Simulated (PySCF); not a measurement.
How methods differ on the ionisation energy of Ti⁺

Ti⁺ [Ar] 3d2 4s1 (4F) → Ti²⁺ [Ar] 3d2 (3F), as a difference of total energies. Computed with PySCF 2.14 in x2c-QZVPPall, with the spin-free X2C one-electron Hamiltonian (Gaussian nucleus). Correlated levels: valence: [Ar] frozen. The calculations carry no spin-orbit coupling.

```json
{"method": "UHF", "ionisation energy (eV)": "12.938"}
{"method": "MP2 (valence)", "ionisation energy (eV)": "13.123"}
{"method": "SCS-MP2 (valence)", "ionisation energy (eV)": "13.000"}
{"method": "CCSD (valence)", "ionisation energy (eV)": "13.177"}
{"method": "CCSD(T) (valence)", "ionisation energy (eV)": "13.180"}
```

Problem. How much does correlation contribute at CCSD(T) (valence)?

Solution. 13.180 − (12.938) = 0.242 eV, measured against UHF.

The reference lies between the lowest fine-structure levels, while these numbers refer to the centres of the terms.

Errors of the correlated levels include the incompleteness of this basis and the frozen core.

For comparison: 13.575 eV (measured; NIST Atomic Spectra Database, ionization energies).
